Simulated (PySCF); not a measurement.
C3H6BNO, SMILES CB(C)OC#N.

Geometry: B3LYP-D3(BJ)/def2-SVP. The structure was generated by enumeration, and PubChem lists no compound with its InChIKey, so it may never have been made. One conformer was computed; it need not be the lowest.

The numbers are results of M06-2X/def2-TZVP (PySCF), not measurements.

Symmetry labels are those of the subgroup Cs that the program uses (full group Cs).

Computed valence orbital energies around the gap with their symmetry:
| orbital | symmetry | energy (eV) |
|---|---|---|
| HOMO−7 | A" | -13.27 |
| HOMO−6 | A' | -12.78 |
| HOMO−5 | A" | -12.78 |
| HOMO−4 | A' | -12.71 |
| HOMO−3 | A' | -12.25 |
| HOMO−2 | A' | -11.19 |
| HOMO−1 | A' | -10.44 |
| HOMO | A" | -10.38 |
| LUMO | A" | 0.09 |
| LUMO+1 | A' | 0.71 |
| LUMO+2 | A' | 2.14 |
| LUMO+3 | A' | 2.40 |
